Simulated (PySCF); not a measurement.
Isomers of C4H7F3N2, one GFN2-xTB conformer each. Single-point energies are computed at PBE0/pcSseg-1 (PySCF, gas phase, no added dispersion term), electronic only.

```json
{"SMILES": "CCN/N=C\\C(F)(F)F", "GFN2-xTB relative energy (kJ/mol)": "5.8"}
{"SMILES": "CN/N=C(/C)C(F)(F)F", "GFN2-xTB relative energy (kJ/mol)": "0.0"}
```

Conformers: `[CH3:1][CH2:2][NH:3]/[N:4]=[CH:5]\[C:6]([F:7])([F:8])[F:9]` with C1–C2–N3–N4 -103°, C2–N3–N4–C5 172°; `[CH3:1][NH:2]/[N:3]=[C:4](/[CH3:5])[C:6]([F:7])([F:8])[F:9]` with C1–N2–N3–C4 -173°.

Task: What does PBE0/pcSseg-1 give for the same structures?

Result: 
```csv
SMILES,PBE0/pcSseg-1 E (Eh),PBE0/pcSseg-1 (kJ/mol),GFN2-xTB (kJ/mol),point group
CN/N=C(/C)C(F)(F)F,-564.99424,0.0,0.0,near Cs
CCN/N=C\C(F)(F)F,-564.99355,1.8,5.8,C1
```

Both levels put the same isomer lowest. Neighbours under 10 kJ/mol apart (CN/N=C(/C)C(F)(F)F and CCN/N=C\C(F)(F)F) can change places with a better method, another conformer or zero-point energy.

Task: Which frontier levels, dipoles and rotational constants go with these structures?

Result: 
```csv
SMILES,"HOMO (eV, PBE0/pcSseg-1)",LUMO (eV),dipole (D),"A, B, C (MHz)"
CN/N=C(/C)C(F)(F)F,-6.45,-0.10,2.45,"2614, 1086, 895.7"
CCN/N=C\C(F)(F)F,-6.81,-0.49,2.70,"3663, 800.9, 775.3"
```

Task: As an exercise, what shares would exp(−E/RT) give at 1000 K from these electronic energies alone (no entropy, no degeneracies)?

Result: RT = 8.314 kJ/mol: CN/N=C(/C)C(F)(F)F 55.4 %, CCN/N=C\C(F)(F)F 44.6 %.
